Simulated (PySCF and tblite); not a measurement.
The numbers below are computed, except where a source is named.
## Rearrangement: stationary points, barriers and rates

System: C₅H₅Br, numbered as in [Br:1][CH:2]1[CH:3]=[CH:4][CH:5]=[CH:6]1.

Motion: shift of Br1 from C2 to C6. The path came from a restrained scan, a climbing-image band and a saddle search at GFN2-xTB; energies are PBE0/pcSseg-1 + D3(BJ)//PBE0-D3(BJ)/def2-SVP, thermal terms GFN2-xTB. Rate constants are transition-state-theory values, counting equivalent paths, without tunnelling. Shieldings: GIAO at the same DFT level; methyl-like tops are averaged, other torsions stay as in the two minima; line shapes leave out couplings. (PySCF 2.14 with density fitting, tblite 0.8.)

| point | symmetry | E(GFN2) kcal/mol | E(DFT) kcal/mol | ZPE change kcal/mol | lowest mode cm⁻¹ | dipole D |
| --- | --- | --- | --- | --- | --- | --- |
| start | Cs | 0.0 | 0.0 | 0.00 | 106 | 1.77 |
| saddle | Cs | 17.8 | 23.5 | -0.72 | 442i | 1.81 |
| end | Cs | 0.0 | 0.0 | 0.00 | 105 | 1.77 |

- Electronic barrier: 23.5 kcal/mol
- Barrier with zero-point energy: 22.8 kcal/mol
- ΔH‡ (298 K): 22.5 kcal/mol
- ΔS‡ (298 K, symmetry apart): -2.1 cal/(mol K)
- Paths: 2 equivalent paths
- End point: the same structure with atoms interchanged, or its mirror image
- Mean lifetime of the start against this motion at 298 K: 1.9 h
- Cost: 95 s on 1 thread of Arm Neoverse V2 (shared host) (rough), peak memory 0.7 GiB, launched as `OMP_NUM_THREADS=1 python ens_run.py task.json out`

| T/K | ΔG‡ kcal/mol | k s⁻¹ |
| --- | --- | --- |
| 150 | 22.9 | 3×10⁻²¹ |
| 200 | 22.9 | 7.3×10⁻¹³ |
| 250 | 23.0 | 8×10⁻⁸ |
| 298 | 23.1 | 0.00015 |
| 350 | 23.2 | 0.049 |
| 400 | 23.3 | 3.2 |
| 500 | 23.5 | 1130 |

ΔG and ΔG‡ leave out symmetry numbers and mirror images; rates count paths: 2 out.

Sites that the motion interchanges:

```csv
nucleus,site,ppm,scale
¹³C,C2,57.9,δ against TMS
¹³C,"C3, C6",147.4,δ against TMS
¹³C,"C4, C5",139.6,δ against TMS
¹H,H on C2,4.66,δ against TMS
¹H,"H on C3, H on C6",6.54,δ against TMS
¹H,"H on C4, H on C5",6.59,δ against TMS
```

```tsv
nucleus	sites	¹H MHz	spread Hz	coalescence K	k there s⁻¹
¹³C	C2 / C3, C6 / C4, C5	270	6080	558	1.3×10⁴
¹³C	C2 / C3, C6 / C4, C5	360	8107	565	1.7×10⁴
¹³C	C2 / C3, C6 / C4, C5	700	15763	584	3.3×10⁴
¹H	H on C2 / H on C3, H on C6 / H on C4, H on C5	270	521	499	1090
¹H	H on C2 / H on C3, H on C6 / H on C4, H on C5	360	694	505	1450
¹H	H on C2 / H on C3, H on C6 / H on C4, H on C5	700	1350	520	2830
```

Coalescence temperatures outside 150 to 500 K extrapolate the thermal terms and ignore freezing or boiling of a solvent. Spin–orbit effects of heavy atoms on shieldings are missing.
